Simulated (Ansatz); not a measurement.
`BCCB`, relaxed with RKS PBE0-D4/def2-TZVP in Ansatz 0.2.0 from a PBE-D4/def2-SVP geometry. The force threshold is 0.005 eV/Å; the program also tests the step.

Total charge 0; spin multiplicity 1.

Start:

```xyz
12

B    -0.006   -1.474    0.226
C    -0.171   -0.301   -0.780
C     0.677    0.353    0.381
B    -0.402    1.433    0.096
H    -0.870   -1.659    1.061
H     0.923   -2.245    0.093
H    -1.215    0.119   -0.850
H     0.359   -0.255   -1.741
H     1.732    0.467    0.093
H     0.561   -0.185    1.365
H    -1.428    1.426    0.750
H    -0.160    2.323   -0.693
```

| step | energy (eV) | largest force (eV/Å) | largest move (Å) |
| --- | --- | --- | --- |
| 1 | -3552.3738 | 0.589 | 0.000 |
| 2 | -3552.4162 | 0.151 | 0.023 |
| 3 | -3552.4214 | 0.077 | 0.015 |
| 4 | -3552.4222 | 0.053 | 0.007 |
| 5 | -3552.4229 | 0.029 | 0.006 |
| 6 | -3552.4231 | 0.031 | 0.008 |
| 7 (rejected) | -3552.4231 | 0.050 | 0.009 |
| 8 (rejected) | -3552.4231 | 0.044 | 0.004 |
| 9 | -3552.4232 | 0.002 | 0.002 |
| 10 | -3552.4232 | 0.005 | 0.008 |
| 11 (rejected) | -3552.4232 | 0.009 | 0.003 |
| 12 | -3552.4233 | 0.002 | 0.001 |

End:

```xyz
12

B    -0.016   -1.492    0.207
C    -0.178   -0.316   -0.769
C     0.663    0.365    0.387
B    -0.389    1.450    0.112
H    -0.858   -1.682    1.034
H     0.917   -2.228    0.091
H    -1.204    0.095   -0.859
H     0.358   -0.260   -1.708
H     1.698    0.469    0.087
H     0.569   -0.159    1.359
H    -1.402    1.453    0.747
H    -0.158    2.305   -0.689
```

Hardware: 2 threads of an Arm Neoverse V1 on a shared host. Wall time 46 s, peak host memory 0.36 GiB.
